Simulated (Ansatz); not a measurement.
PbS2: single points at one geometry.

```yaml
crystal:
  periodic: [false, false, false]
  atoms:
    - {symbol: Pb, position_ang: [0.734601, -1.040093, -0.812793]}
    - {symbol: S, position_ang: [-1.314627, 0.051716, 0.149865]}
    - {symbol: S, position_ang: [0.580026, 0.988377, 0.662928]}
basis:
  gaussian: {orbitals: def2-TZVP, initial_orbitals: start.molden}
hamiltonian: {xc: {name: B3LYP}, dispersion: d4}
scf: {omitted_lower_state_checks: [starts]}
output: {orbitals: {seedname: orbitals}}
```

The file start.molden holds the orbitals of an earlier run on this structure, at another level or in another basis.

```sh
$ ansatz run in.yaml --threads 4 --pin off --events-out ev --progress --plain --max-ram 3916MiB
```

Shortened log:

```
Functional definition: B3LYP
972 factors; their error is unknown
mean field evaluation 1: about -26923.8639 eV, gradient 6.8e0 eV
mean field evaluation 2: about -26923.9085 eV, gradient 5.1e-2 eV
mean field evaluation 4: about -26923.9782 eV, gradient 7.2e-5 eV
mean field evaluation 8: about -26923.9782 eV, gradient 1.3e-5 eV
mean field -26923.97820171 eV, -989.4379491851 hartree, gradient 1.3e-5 eV, S^2 0.000000; 0 other end points of the search recorded, 0 dependent functions left out
reference -26923.97840563 eV, -989.4379566789 hartree; 27, 27 occupied and 97, 97 virtual orbitals, 972 factors
Total energy: -26924.19425213 eV, -989.4458888915 hartree
Checks for a lower state left out: starts
```

It took 1.5 s on 4 threads of AMD EPYC 7R43 on a shared host.

First input, but with `hamiltonian: {xc: hf}` (abridged; 1 s):

```
Functional definition: HF
mean field -26856.65221150 eV, -986.9637646800 hartree, gradient 2.2e-5 eV, S^2 0.000000
Total energy: -26856.65221150 eV, -986.9637646800 hartree
Checks for a lower state left out: starts
```

As the first input, with `gaussian: {orbitals: def2-TZVPD, initial_orbitals: start.molden}`, `correlation: {method: ccsd_t}` and without the key `hamiltonian` (abridged; 9.5 s):

```
Functional definition: HF
mean field evaluation 16: about -26849.7475 eV, gradient 7.2e-1 eV
mean field -26856.69771270 eV, -986.9654368181 hartree, gradient 6.5e-6 eV, S^2 0.000000
14 core orbitals not correlated: weight in the atoms' cores, before any rotation towards them, 1.000 or more for the frozen orbitals, at most 0.000 for the correlated occupied ones
second order -20.03024180 eV of doubles, -0.00000000 eV of singles
cycle   1  -19.02453021 eV  change     1.0e0 eV  update   1.3e-1
cycle   2  -19.62096174 eV  change   -6.0e-1 eV  update   4.4e-2
cycle   3  -19.76157550 eV  change   -1.4e-1 eV  update   2.5e-2
cycle   4  -19.73763825 eV  change    2.4e-2 eV  update   8.7e-3
cycle   5  -19.73090291 eV  change    6.7e-3 eV  update   4.7e-3
cycle   6  -19.73406596 eV  change   -3.2e-3 eV  update   1.4e-3
cycle   7  -19.73344758 eV  change    6.2e-4 eV  update   5.1e-4
cycle   8  -19.73329044 eV  change    1.6e-4 eV  update   1.7e-4
cycle   9  -19.73340295 eV  change   -1.1e-4 eV  update   8.5e-5
cycle  10  -19.73337242 eV  change    3.1e-5 eV  update   3.5e-5
cycle  11  -19.73334872 eV  change    2.4e-5 eV  update   1.6e-5
perturbative correction -0.92807020 eV, -0.0341059508 hartree
Total energy: -26877.35913161 eV, -987.7247299585 hartree
Checks for a lower state left out: starts
```

The first input with `gaussian: {orbitals: def2-TZVPD, initial_orbitals: start.molden}`, `hamiltonian: {xc: pbe, dispersion: d4}` (abridged; 1.5 s):

```
Functional definition: PBE
mean field -26913.19596446 eV, -989.0417092745 hartree, gradient 1.8e-5 eV, S^2 0.000000
Total energy: -26913.32405916 eV, -989.0464166679 hartree
Checks for a lower state left out: starts
```

As the first input, with `gaussian: {orbitals: def2-SVP, initial_orbitals: start.molden}`, `hamiltonian: {xc: pbe0, dispersion: d4}` (abridged; 0.9 s):

```
Functional definition: PBE0
mean field -26905.86685300 eV, -988.7723693961 hartree, gradient 2.3e-5 eV, S^2 0.000000
Total energy: -26905.97432161 eV, -988.7763187946 hartree
Checks for a lower state left out: starts
```

As the first input, with `hamiltonian: {xc: {name: BHLYP}, dispersion: d4}` (abridged; 1.2 s):

```
Functional definition: BHLYP
mean field -26917.64276461 eV, -989.2051261660 hartree, gradient 1.6e-5 eV, S^2 0.000000
Total energy: -26917.87390741 eV, -989.2136205072 hartree
Checks for a lower state left out: starts
```

The first input with `hamiltonian: {xc: pbe}`, `correlation: {method: rpa}` and without the key `output` (abridged; 2.6 s):

```
Functional definition: PBE
mean field -26913.14238405 eV, -989.0397402309 hartree, gradient 2.2e-6 eV, S^2 0.000000
14 core orbitals not correlated: weight in the atoms' cores, before any rotation towards them, 1.000 or more for the frozen orbitals, at most 0.000 for the correlated occupied ones
Total energy: -26883.71482635 eV, -987.9582974321 hartree
Checks for a lower state left out: starts
```

Geometry: PBE-D4/def2-TZVP.

In the def2 sets Pb takes a core potential; there is no spin–orbit coupling. B3LYP takes the VWN-RPA correlation. Correlated methods freeze 14 core orbitals; core or outer-core shells of Pb are correlated, in sets that lack core-valence functions. The structure comes from a short search, and lower isomers may exist.
